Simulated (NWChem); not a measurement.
Species: SnH$_{3}$I; SMILES [SnH3][I]

Computed with NWChem. All runs use the structure optimised with PBE0/def2-SVP. def2 effective core potentials on Sn, I; no spin-orbit coupling. Level M06-2X/def2-SVP: energy and gradient on several grids; changes count from the extra-fine grid, which is no exact limit either.

Q: Which is the coarsest grid (coarse; medium; xcoarse; fine; xfine) from which on the energy stays within 50 μHa and each gradient component within 100 μHa/bohr of xfine?

A: medium.
| grid | size of the energy change (μHa) | largest change of a gradient component (μHa/bohr) |
|---|---|---|
| xcoarse | 2000 | 6000 |
| coarse | 70 | 800 |
| medium | < 10 | 50 |
| fine | < 10 | < 30 |
| xfine | < 10 | < 30 |
